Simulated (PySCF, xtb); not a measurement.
CH5ClFNSi, SMILES NC[Si@@H](Cl)F.

GFN2-xTB (xtb) at its own geometry gives an orbital gap of 4.78 eV and a dipole moment of 1.61 D.

Geometry: B3LYP-D3(BJ)/def2-SVP. The structure was generated by enumeration; whether it is a known compound was not checked. Other conformers were not sampled.

What does B3LYP/def2-TZVP (PySCF) give? (An estimate is asked for; the answer gives what the named calculation found.)

gap 6.83 eV (levels -6.83 and 0.00 eV), dipole 1.51 D.
